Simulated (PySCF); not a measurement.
Predicted microwave data (PBE0/pcSseg-1 in PySCF (dipole) on a GFN2-xTB geometry, gas phase) for one isomer of C3H10O2SSi:

| Quantity | Value |
| --- | --- |
| Rotational constants | A = 2347, B = 1084, C = 946.7 MHz |
| Dipole components | \|μa\| = 1.10 D, \|μb\| = 1.77 D, \|μc\| = 0.47 D |
| Inertial defect | -147.72 u·Å² |
| κ | -0.80 |

Task: Which structure is it? (One computed conformer of each.)
A. `[CH3:1][O:2][SiH:3]([O:4][CH3:5])[S:6][CH3:7]` with C1–O2–Si3–O4 -45°, O2–Si3–O4–C5 172°, O2–Si3–S6–C7 48°
B. `[CH3:1][CH2:2][O:3][Si@:4]([CH3:5])([OH:6])[SH:7]` with C1–C2–O3–Si4 173°, C2–O3–Si4–C5 70°, O3–Si4–O6–H -159°, O3–Si4–S7–H -27°

Result: B. It is CCO[Si@](C)(O)S, an asymmetric top, point group C1. The candidates at the same level (rigid rotor, commonest isotopes):

```tsv
SMILES	A (MHz)	B (MHz)	C (MHz)	μa (D)	μb (D)	μc (D)	Δ (u·Å²)	point group	rotor
CCO[Si@](C)(O)S	2347	1084	946.7	1.10	1.77	0.47	-147.72	C1	asymmetric top
CO[SiH](OC)SC	1912	1530	964.5	0.12	0.30	0.40	-70.77	C1	asymmetric top
```

`CO[SiH](OC)SC` has B 41 % too high. No structure here is proved a minimum.
